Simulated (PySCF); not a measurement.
# C₆ coefficients of unlike pairs at UHF

Calculated with PySCF 2.14 from the dipole response of each species, C₆(A,B) = (3/π) ∫ α_A(iu) α_B(iu) du, in atomic units, from isotropic polarisabilities. For ions this is the dispersion term alone; charge-induced terms of lower order in 1/R come first.

| species | configuration | basis | relativity | α (bohr³) | C₆ (like pair) |
| --- | --- | --- | --- | --- | --- |
| Li | [He] 2s1 (2S) | dyall-acv3z (15s9p3d) | none | 170.0 | 1477 |
| Hg³⁺ | [Xe] 4f14 5d9 (2D) | aug-cc-pVTZ-PP with one added diffuse shell each of s, p, d, f, g type with ECP60MDF (7s7p6d4f3g) | core potential | 5.312 | 30.25 |
| Ne⁺ | [He] 2s2 2p5 (2P) | aug-cc-pVQZ with one added diffuse shell each of s, p, d, f, g type (7s6p5d4f3g) | none | 1.245 | 2.141 |
| Ge³⁺ | [Ar] 3d10 4s1 (2S) | x2c-TZVPPall with one added diffuse shell each of s, p, d type (7s6p5d1f) | spin-free X2C | 7.283 | 16.46 |

(1) Estimate C₆ for Ge³⁺ with Hg³⁺.

No spin-orbit coupling is included.

The other pairs:

| pair | C₆ |
| --- | --- |
| Ge³⁺, Li | 109.3 |
| Hg³⁺, Li | 90.19 |
| Ne⁺, Li | 21.48 |
| Ge³⁺, Ne⁺ | 4.834 |
| Ne⁺, Hg³⁺ | 8.002 |

Results:

(1) The integral gives 19.24. The combination rule 2 C_A C_B / (C_A α_B/α_A + C_B α_A/α_B) gives 18.62 and the geometric mean 22.31.
